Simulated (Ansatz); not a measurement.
AsF2 (SMILES F[As]F) moved off its minimum; all values from Ansatz (a first-principles code), cores frozen in correlated methods. Open shells are unrestricted.
(charge 0, multiplicity 2)
```xyz
3

F     -1.24501    -0.77767     0.04003
As     0.04021     0.39134    -0.06404
F      1.34905    -0.58448    -0.03925
```

**Question.** Give the forces (eV/Å), the total energy and the dipole at CCSD(T)/cc-pVTZ.

**Answer.** 
```
atom      Fx      Fy      Fz
----  ------  ------  ------
F1     0.302  -0.118  -0.001
As2   -2.970   2.492  -0.073
F3     2.668  -2.375   0.074
```
Energy -2433.8660 hartree, dipole 1.69 D.
